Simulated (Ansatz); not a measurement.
Molecular dynamics of BFH5NO

Input file:

```yaml
crystal:
  periodic: [false, false, false]
  atoms:
    - { symbol: B, position_ang: [-0.029192, 0.242824, 0.25365] }
    - { symbol: "N", position_ang: [-0.004033, 0.054585, 1.812225] }
    - { symbol: H, position_ang: [-0.748144, -0.537796, 2.180597] }
    - { symbol: H, position_ang: [0.88608, -0.219319, 2.224393] }
    - { symbol: H, position_ang: [1.001036, -0.002446, -0.333746] }
    - { symbol: F, position_ang: [-1.195336, -0.2446, -0.292199] }
    - { symbol: O, position_ang: [-0.208367, 1.834304, 0.44355] }
    - { symbol: H, position_ang: [-1.085868, 2.101893, 0.127633] }
    - { symbol: H, position_ang: [-0.238375, 1.370253, 1.526698] }
basis:
  gaussian: { orbitals: def2-SVP }
hamiltonian:
  xc: b3lyp
  dispersion: d4
md:
  timestep: 0.5
  n_steps: 200
  ensemble: nve
  temperature: 100.0
  initial_velocities: maxwell_boltzmann
  seed: 6183
```

Launched with:

```bash
$ ansatz run input.yaml --threads 2 --pin off --max-ram 3072MiB --backend cpu --events-out ev --progress --plain --runs-dir out
```

It starts at the highest image of a converged band, a first-order saddle point between two minima.

Output, in part (step lines, the closing report, with atoms numbered from 0):

```
md step     0: t =     0.00 fs  T =   100.0 K  F+E_penalty+E_count = -7008.94000539 eV  E_kin = 0.090482 eV  conserved = -7008.84952339 eV  (24 SCF iters)
md step     1: t =     0.50 fs  T =    96.9 K  F+E_penalty+E_count = -7008.93714283 eV  E_kin = 0.087683 eV  conserved = -7008.84945996 eV  (31 SCF iters)
md step     2: t =     1.00 fs  T =    88.4 K  F+E_penalty+E_count = -7008.92926873 eV  E_kin = 0.079958 eV  conserved = -7008.84931037 eV  (31 SCF iters)
md step     3: t =     1.50 fs  T =    76.9 K  F+E_penalty+E_count = -7008.91870525 eV  E_kin = 0.069574 eV  conserved = -7008.84913083 eV  (31 SCF iters)
md step     4: t =     2.00 fs  T =    65.5 K  F+E_penalty+E_count = -7008.90826787 eV  E_kin = 0.059289 eV  conserved = -7008.84897864 eV  (24 SCF iters)
md step     5: t =     2.50 fs  T =    56.9 K  F+E_penalty+E_count = -7008.90035886 eV  E_kin = 0.051464 eV  conserved = -7008.84889531 eV  (24 SCF iters)
md step     6: t =     3.00 fs  T =    52.4 K  F+E_penalty+E_count = -7008.89630278 eV  E_kin = 0.047405 eV  conserved = -7008.84889748 eV  (24 SCF iters)
md step     7: t =     3.50 fs  T =    52.1 K  F+E_penalty+E_count = -7008.89608040 eV  E_kin = 0.047106 eV  conserved = -7008.84897414 eV  (24 SCF iters)
[... lines left out ...]
Total energy: -7009.29610608 eV, -257.5868808268 hartree
Atom 0 at    -0.072853     0.656850    -0.154033 Å, force     0.098394    -2.306146    -0.677748 eV/Å
Atom 1 at    -0.033155    -0.319375     2.318154 Å, force     0.386621    -0.201901    -0.757905 eV/Å
Atom 2 at    -0.412242    -1.092810     1.723254 Å, force     0.825166     0.625982     1.075603 eV/Å
Atom 3 at     0.853825    -0.476550     2.832656 Å, force    -0.902417    -0.389029    -0.564958 eV/Å
Atom 4 at     0.983940     0.137033    -0.631440 Å, force    -0.815333     0.875644     0.645221 eV/Å
Atom 5 at    -1.125884    -0.212058    -0.167366 Å, force     0.068419     0.399484     0.055586 eV/Å
Atom 6 at    -0.235039     1.948398     0.023206 Å, force     0.910656     1.588868    -0.003831 eV/Å
Atom 7 at    -0.870702     2.473096     0.511566 Å, force    -0.395761    -0.584410    -0.001514 eV/Å
Atom 8 at    -0.752862     0.003942     2.950229 Å, force    -0.175744    -0.008493     0.229546 eV/Å
Dipole moment:    -0.154659     0.094328     0.595325 e Å
```

The steps, from the saved trajectory:

```
time (fs)  T (K)  potential energy less start (eV)  conserved less start (meV/atom)
      0.0    100                             0.000                             0.00
      3.0     52                             0.044                             0.07
      6.0     63                             0.034                             0.05
      9.0    138                            -0.034                             0.06
     12.0    370                            -0.244                             0.06
     15.0    631                            -0.480                             0.02
     18.0    818                            -0.651                            -0.11
     21.0    803                            -0.636                             0.06
     24.0    883                            -0.709                            -0.10
     27.0    874                            -0.701                            -0.09
     30.0    830                            -0.660                             0.07
     33.0    947                            -0.768                            -0.17
     36.0    767                            -0.604                            -0.02
     39.0    531                            -0.389                             0.07
     42.0    536                            -0.395                            -0.06
     45.0    590                            -0.443                             0.03
     48.0    585                            -0.440                            -0.07
     51.0    361                            -0.236                             0.02
     54.0    303                            -0.183                             0.09
     57.0    509                            -0.372                            -0.14
     60.0    448                            -0.315                             0.05
     63.0    431                            -0.300                            -0.03
     66.0    471                            -0.336                            -0.06
     69.0    526                            -0.385                             0.06
     72.0    681                            -0.526                            -0.12
     75.0    692                            -0.536                            -0.03
     78.0    607                            -0.459                             0.01
     81.0    551                            -0.409                            -0.08
     84.0    482                            -0.345                             0.10
     87.0    574                            -0.429                            -0.08
     90.0    552                            -0.409                            -0.03
     93.0    502                            -0.363                             0.10
     96.0    664                            -0.513                            -0.22
     99.0    468                            -0.332                             0.08
```

All steps were run. The conserved energy stayed within 0.23 meV per atom of its start (net change -0.051 meV per atom), so the integration is sound. The system heated up, since it started high on the potential surface and ran downhill. A run of 0.1 ps of so small a system gives no equilibrium averages. The orbitals stay closed-shell, which can raise the energy where a bond breaks towards radicals; this wasn't checked here.

The step under study would form B1–O7, N2–H9 and break B1–N2, O7–H9. These pairs go: B1–O7 1.61 → 1.31 Å, N2–H9 1.37 → 1.01 Å, B1–N2 1.57 → 2.66 Å, O7–H9 1.18 → 3.55 Å. In the last frame they stand as after the step (other bonds may differ from the relaxed reactants and products). It ends as BFH2O + H3N. Pairs count as bonded within 1.25 times the sum of covalent radii (0.12 Å more for H–H).

Last frame:

```xyz
9
Properties=species:S:1:pos:R:3
B -0.073 0.657 -0.154
N -0.033 -0.319 2.318
H -0.412 -1.093 1.723
H 0.854 -0.477 2.833
H 0.984 0.137 -0.631
F -1.126 -0.212 -0.167
O -0.235 1.948 0.023
H -0.871 2.473 0.512
H -0.753 0.004 2.950
```

Run time: 12 min on 2 threads of AMD EPYC (Zen 3) (shared host), peak memory 0.16 GiB.
